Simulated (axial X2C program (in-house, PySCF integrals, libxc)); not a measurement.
CuCl: properties at the nuclei

Calculated with an axial X2C code built on PySCF integrals: two-component X2C with atomic mean-field Coulomb and Gaunt terms, Gaussian nuclei, basis Cu dyall-cv3z, Cl dyall-av3z with contracted cores.

R = 2.055 Å (near the PBE0 minimum at charge 0 of the determinant lowest at the starting distance; the state shown can have its own minimum elsewhere).

Determinant lowest in the PBE0 search, Ω = 0 (closed shell), highest spinor 60% Cl p, 36% Cu d, 4% Cu p:

| level | qzz Cu (a.u.) | qzz Cl (a.u.) | μ (D) |
| --- | --- | --- | --- |
| PBE0 | 0.15 | 1.93 | -4.96 |
| HF | -0.85 | 1.12 | -6.26 |
| BHandHLYP | -0.21 | 1.68 | -5.41 |
| BP86 | 0.70 | 2.31 | -4.21 |
| r2SCAN | 0.35 | 2.06 | -4.59 |

qzz is the electric field gradient, eQq0 = 234.96 MHz × Q/barn × qzz; μ is positive if the Cl end (last atom) is positive. The operators were transformed with the bare-nucleus X2C matrices; with these basis sets, hyperfine constants and field gradients can be off by tens of per cent, and where levels differ in sign neither size nor sign is settled.

Each state is one determinant with collinear spin. The search compared states at one distance, so a state with another bond length can lie lower. Further determinants of the search, some of them spin-mixed, are not shown. Where a field gradient or hyperfine factor spreads by more than a factor of two over the levels, a constant derived from it is not to be relied on.
